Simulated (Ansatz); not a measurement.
Consider the substitution at a C–Si bond: `C[SiH2]C(F)F` + `N=C(O)CO` → `COCC(=N)O` + `FC(F)[SiH3]`.

Program: Ansatz. Geometries: PBE0-D4/def2-TZVP. ΔE: electronic, gas phase. CCSD(T)/CBS is the MP2 limit (def2-TZVPP, def2-QZVPP) plus CCSD(T) − MP2 in def2-TZVPP, frozen cores. DFT in def2-TZVPP. B3LYP here is the variant with VWN-RPA as its local correlation; programs differ in this. One conformer a species, not always the lowest.

```json
{"level": "PBE-D4", "ΔE (kcal/mol)": "18.7", "difference from CCSD(T)/CBS": "-0.5"}
{"level": "r2SCAN-D4", "ΔE (kcal/mol)": "19.0", "difference from CCSD(T)/CBS": "-0.2"}
{"level": "PBE0-D4", "ΔE (kcal/mol)": "19.1", "difference from CCSD(T)/CBS": "-0.1"}
{"level": "B3LYP-D4", "ΔE (kcal/mol)": "17.8", "difference from CCSD(T)/CBS": "-1.4"}
{"level": "ωB97X-V", "ΔE (kcal/mol)": "17.8", "difference from CCSD(T)/CBS": "-1.4"}
{"level": "ωB97M-V", "ΔE (kcal/mol)": "19.1", "difference from CCSD(T)/CBS": "-0.1"}
{"level": "B2PLYP", "ΔE (kcal/mol)": "18.4", "difference from CCSD(T)/CBS": "-0.8"}
{"level": "PBE", "ΔE (kcal/mol)": "18.8", "difference from CCSD(T)/CBS": "-0.4"}
{"level": "r2SCAN", "ΔE (kcal/mol)": "19.1", "difference from CCSD(T)/CBS": "-0.1"}
{"level": "PBE0", "ΔE (kcal/mol)": "19.3", "difference from CCSD(T)/CBS": "0.1"}
{"level": "B3LYP", "ΔE (kcal/mol)": "18.0", "difference from CCSD(T)/CBS": "-1.2"}
{"level": "HF/def2-TZVPP", "ΔE (kcal/mol)": "16.6", "difference from CCSD(T)/CBS": "-2.6"}
{"level": "MP2/def2-TZVPP", "ΔE (kcal/mol)": "19.5", "difference from CCSD(T)/CBS": "0.3"}
{"level": "SCS-MP2/def2-TZVPP", "ΔE (kcal/mol)": "18.2", "difference from CCSD(T)/CBS": "-1.0"}
{"level": "CCSD/def2-TZVPP", "ΔE (kcal/mol)": "18.3", "difference from CCSD(T)/CBS": "-0.9"}
{"level": "CCSD(T)/def2-TZVPP", "ΔE (kcal/mol)": "18.3", "difference from CCSD(T)/CBS": "-0.9"}
{"level": "HF/def2-QZVPP", "ΔE (kcal/mol)": "16.6", "difference from CCSD(T)/CBS": "-2.6"}
{"level": "MP2/def2-QZVPP", "ΔE (kcal/mol)": "20.1", "difference from CCSD(T)/CBS": "0.9"}
{"level": "SCS-MP2/def2-QZVPP", "ΔE (kcal/mol)": "18.8", "difference from CCSD(T)/CBS": "-0.4"}
{"level": "HF/CBS(def2)", "ΔE (kcal/mol)": "16.6", "difference from CCSD(T)/CBS": "-2.6"}
{"level": "MP2/CBS(def2)", "ΔE (kcal/mol)": "20.5", "difference from CCSD(T)/CBS": "1.3"}
{"level": "CCSD/CBS(def2)", "ΔE (kcal/mol)": "19.3", "difference from CCSD(T)/CBS": "0.1"}
{"level": "CCSD(T)/CBS", "ΔE (kcal/mol)": "19.2", "difference from CCSD(T)/CBS": "0"}
```

Largest T1 diagnostic among the species: 0.013.

In def2-TZVPP, CCSD(T) changes the Hartree–Fock value by +1.7 kcal/mol (the triples alone add −0.0 kcal/mol) and MP2 by +3.0 kcal/mol.
